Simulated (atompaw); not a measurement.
## Before and after: PAW (atompaw) potential for Cr (Z = 24)

```json
{
 "Element": "chromium (Cr)",
 "Generator": "atompaw 4.2.0.5",
 "Type": "PAW",
 "Functional": "PBEsol",
 "Relativity": "scalar-relativistic",
 "Frozen core": "[Ar]",
 "Valence charge": "6",
 "Reference configuration": "3d4 4s0 4p0 (charge +2)",
 "Partial waves": "4s (bound, empty): rc 3.00 bohr; 4s channel at -0.45 Ry: rc 3.00 bohr; 4p (bound, empty): rc 3.00 bohr; 4p channel at -0.1 Ry: rc 3.00 bohr; 3d (bound): rc 1.60 bohr; 3d channel at -0.95 Ry: rc 1.60 bohr",
 "Local potential": "troulliermartins scheme with l = 3 at 0 Ry, radius 2.60 bohr",
 "Core correction": "smooth core density matched at 1.60 bohr",
 "Augmentation charge": "gaussian compensation charge, radius 2.40 bohr; PAW radius 3.00 bohr; waves and projectors: custom polynom2 7 10 vanderbiltortho"
}
```

All-electron outer shells of the reference configuration (PBEsol, scalar-relativistic, ld1.x):

```tsv
shell	level (eV)	outermost node (bohr)	outermost maximum (bohr)
3p	-66.31	0.33	0.80
3d	-22.81	–	0.82
4s	-18.42	1.10	2.36
4p	-13.23	1.20	2.78
```

Change: local potential troulliermartins scheme with l = 3 at 0 Ry, radius 1.48 bohr.

Cutoffs: the cutoffs (Ry, on a coarse ladder) from which the occupation-weighted sum of valence levels, in a spherical-Bessel basis at the reference potential, stays within 10 and 1 mRy of its value at 400 Ry; they do not see the model core or the augmentation charge, which bear on the density cutoff.

What does the change do?

The potential gets neither clearly harder nor softer (35 Ry and 230 Ry → 40 Ry and 230 Ry); a bound ghost appears in s, which as a rule spoils a file. A state that the projectors do not describe sees the local part alone, so a deeper or shallower local part can create or remove a ghost.

| quantity | base | changed |
| --- | --- | --- |
| cutoff, loose | 35 Ry | 40 Ry |
| cutoff, tight | 230 Ry | 230 Ry |
| bound ghosts | none | s |
| s: phases at 3.01 bohr within 0.05 rad from the reference energy up to (Ry; the scan ends near 5) | 0.8 | 1.8 |
| p: phases at 3.01 bohr within 0.05 rad from the reference energy up to (Ry; the scan ends near 5) | 2.0 | 2.2 |
| d: phases at 3.01 bohr within 0.05 rad from the reference energy up to (Ry; the scan ends near 5) | to the end of the scan | 3.9 |
| lowest overlap eigenvalue by channel | s 0.87, p 0.91, d 0.95 | s 0.85, p 0.91, d 0.93 |

 A true bound ghost makes a file unfit for plane-wave use even where its test errors are small: the radial tests pick states by their node count and pass the ghost by. The cutoffs see the waves, projectors and local potential, not the compensation charge or the core.
